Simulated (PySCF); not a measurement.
UHF on Kr³⁺ (krypton, charge +3)

Configuration: [Ar] 3d10 4s2 4p3, high-spin 4S determinant. All numbers are calculated (PySCF 2.14, the non-relativistic Hamiltonian (point nucleus), in pcseg-2 (6s5p3d1f, 43 functions)).

| Quantity | Value |
| --- | --- |
| Total energy | -2749.427223 hartree |
| One-electron energy | -3780.0917 hartree |
| Hartree (Coulomb) energy | 1123.5345 hartree |
| Exchange energy | -92.8700 hartree |
| Kinetic energy | 2752.51844 hartree |
| ⟨S²⟩ | 3.7506 |
| ⟨L²⟩ | 0.000 |
| Sum of ⟨r⟩ | 19.30 bohr |
| Sum of ⟨r²⟩ | 21.45 bohr² |
| Density at the nucleus (Gaussians lack the cusp) | 31900 bohr⁻³ |
| Spin density at the nucleus | 0.0320 bohr⁻³ |
| Langevin diamagnetic susceptibility | -17.0 ×10⁻⁶ cm³/mol |
| Time after the integrals | 0.25 s of wall time on 1 thread of Intel(R) Xeon(R) Platinum 8375C CPU @ 2.90GHz (shared host) |

```json
{"shell": "1s α", "electrons": "1", "mean orbital energy (hartree)": "-521.57041", "rms radius, mean of both spins (bohr)": "0.0491"}
{"shell": "1s β", "electrons": "1", "mean orbital energy (hartree)": "-521.54922", "rms radius, mean of both spins (bohr)": "0.0491"}
{"shell": "2s α", "electrons": "1", "mean orbital energy (hartree)": "-71.31901", "rms radius, mean of both spins (bohr)": "0.203"}
{"shell": "2s β", "electrons": "1", "mean orbital energy (hartree)": "-71.30690", "rms radius, mean of both spins (bohr)": "0.203"}
{"shell": "2p α", "electrons": "3", "mean orbital energy (hartree)": "-64.43236", "rms radius, mean of both spins (bohr)": "0.179"}
{"shell": "2p β", "electrons": "3", "mean orbital energy (hartree)": "-64.40846", "rms radius, mean of both spins (bohr)": "0.179"}
{"shell": "3s α", "electrons": "1", "mean orbital energy (hartree)": "-12.32313", "rms radius, mean of both spins (bohr)": "0.576"}
{"shell": "3s β", "electrons": "1", "mean orbital energy (hartree)": "-12.28501", "rms radius, mean of both spins (bohr)": "0.576"}
{"shell": "3p α", "electrons": "3", "mean orbital energy (hartree)": "-9.80722", "rms radius, mean of both spins (bohr)": "0.586"}
{"shell": "3p β", "electrons": "3", "mean orbital energy (hartree)": "-9.75554", "rms radius, mean of both spins (bohr)": "0.586"}
{"shell": "3d α", "electrons": "5", "mean orbital energy (hartree)": "-5.29314", "rms radius, mean of both spins (bohr)": "0.606"}
{"shell": "3d β", "electrons": "5", "mean orbital energy (hartree)": "-5.26711", "rms radius, mean of both spins (bohr)": "0.606"}
{"shell": "4s α", "electrons": "1", "mean orbital energy (hartree)": "-2.57995", "rms radius, mean of both spins (bohr)": "1.61"}
{"shell": "4s β", "electrons": "1", "mean orbital energy (hartree)": "-2.19174", "rms radius, mean of both spins (bohr)": "1.61"}
{"shell": "4p α", "electrons": "3", "mean orbital energy (hartree)": "-1.87515", "rms radius, mean of both spins (bohr)": "1.79"}
```
